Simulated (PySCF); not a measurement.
SMILES C1C=C[CH]C=1, doublet (PBE0/def2-SVP optimised geometry):

```
10

C     -0.674    -1.183     0.000
C      0.760    -1.183     0.000
C      1.162     0.127     0.000
C     -0.041     0.983     0.000
C     -1.146     0.172     0.000
H     -1.307    -2.073     0.000
H      1.398    -2.066     0.000
H      2.189     0.495     0.000
H     -0.032     2.073     0.000
H     -2.189     0.483     0.000
```

Method: unrestricted PBE0/def2-TZVP (PySCF 2.14.0).

Problem. What are the frontier orbital energies (α orbitals alone; a β orbital can be the lowest empty one) and the dipole moment?

Solution. HOMO-2 -10.54 eV, HOMO-1 -6.75 eV, HOMO -6.40 eV, LUMO 1.33 eV, LUMO+1 1.35 eV; dipole moment 0.04 D.

On the same geometry unrestricted PBE/def2-TZVP (PySCF) gives HOMO-2 -9.02 eV, HOMO-1 -5.60 eV, HOMO -5.42 eV, LUMO 0.32 eV, LUMO+1 0.34 eV; dipole moment 0.06 D.

Meta-Löwdin charges at PBE0/def2-TZVP: C1 -0.04, C2 -0.19, C3 -0.10, C4 -0.10, C5 -0.19, H6 0.13, H7 0.13, H8 0.13, H9 0.13, H10 0.13.
